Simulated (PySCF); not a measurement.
## Electric properties by functional and basis

Compound: C5H8Si.
Z-matrix (Å and degrees, PBE0-D3(BJ)/def2-SVP geometry), rows numbered from 1:
```
C 
C   1  1.4949
C   2  1.3540  1  125.77
Si  3  1.8668  2  107.65  1   179.90
C   4  1.8744  3   92.54  2     0.06
C   5  1.3478  4  106.43  3     0.00
H   1  1.1029  2  110.75  3  -121.66
H   1  1.1030  2  110.71  3   120.41
H   1  1.0981  2  111.79  3    -0.57
H   3  1.0922  2  121.79  1     0.11
H   4  1.4964  3  114.44  2   117.58
H   4  1.4965  3  114.35  2  -117.49
H   5  1.0917  4  131.11  3   179.92
H   6  1.0972  2  118.89  1     0.11
```

PySCF, dipoles from the SCF density, polarisabilities from static response with core orbitals frozen. Isolated species at its PBE0-D3(BJ)/def2-SVP geometry, gas phase.

**Question.** Compare the levels for these properties.

**Answer.** 

```json
{"level": "LDA/def2-SVPD", "μ (D)": "1.126", "α (Å³)": "13.13", "anisotropy (Å³)": "6.47"}
{"level": "PBE/def2-SVPD", "μ (D)": "1.136", "α (Å³)": "12.92", "anisotropy (Å³)": "6.39"}
{"level": "B3LYP/def2-SVPD", "μ (D)": "1.098", "α (Å³)": "12.58", "anisotropy (Å³)": "6.02"}
{"level": "PBE0/def2-SVPD", "μ (D)": "1.149", "α (Å³)": "12.48", "anisotropy (Å³)": "5.99"}
{"level": "BHandHLYP/def2-SVPD", "μ (D)": "1.110", "α (Å³)": "12.19", "anisotropy (Å³)": "5.70"}
{"level": "CAM-B3LYP/def2-SVPD", "μ (D)": "1.097", "α (Å³)": "12.36", "anisotropy (Å³)": "5.77"}
{"level": "wB97X-D/def2-SVPD", "μ (D)": "1.137", "α (Å³)": "12.38", "anisotropy (Å³)": "5.74"}
{"level": "LC-wPBE/def2-SVPD", "μ (D)": "1.149", "α (Å³)": "12.03", "anisotropy (Å³)": "5.56"}
{"level": "HF/def2-SVPD", "μ (D)": "1.196", "α (Å³)": "11.87", "anisotropy (Å³)": "5.41"}
{"level": "PBE0/6-31G*", "μ (D)": "1.141", "α (Å³)": "10.43", "anisotropy (Å³)": "6.47"}
{"level": "PBE0/def2-SVP", "μ (D)": "1.103", "α (Å³)": "11.06", "anisotropy (Å³)": "6.32"}
{"level": "PBE0/6-31+G*", "μ (D)": "1.116", "α (Å³)": "11.96", "anisotropy (Å³)": "5.83"}
{"level": "PBE0/aug-cc-pVDZ", "μ (D)": "1.141", "α (Å³)": "12.82", "anisotropy (Å³)": "5.99"}
{"level": "PBE0/def2-TZVP", "μ (D)": "1.186", "α (Å³)": "12.19", "anisotropy (Å³)": "6.23"}
{"level": "PBE0/def2-TZVPD", "μ (D)": "1.184", "α (Å³)": "12.74", "anisotropy (Å³)": "6.02"}
```

The anisotropy is √(½[(α1 − α2)² + (α2 − α3)² + (α3 − α1)²]). The dipole runs from 1.10 D (CAM-B3LYP/def2-SVPD) to 1.20 D (HF/def2-SVPD). No reference polarisability is at hand; against PBE0 in the largest diffuse basis at hand (def2-TZVPD) the other PBE0 rows deviate by 6-31G* -18%, def2-SVP -13%, 6-31+G* -6%, def2-SVPD -2%, aug-cc-pVDZ +1%, def2-TZVP -4%. In one basis (def2-SVPD) the functionals order the polarisability from HF (lowest) to LDA (highest), a spread of 11%. With PBE0 the polarisability is 11.23 Å³ without diffuse functions (mean of 6-31G*, def2-SVP and def2-TZVP) and 12.50 Å³ with them (mean of 6-31+G*, def2-SVPD, aug-cc-pVDZ and def2-TZVPD).
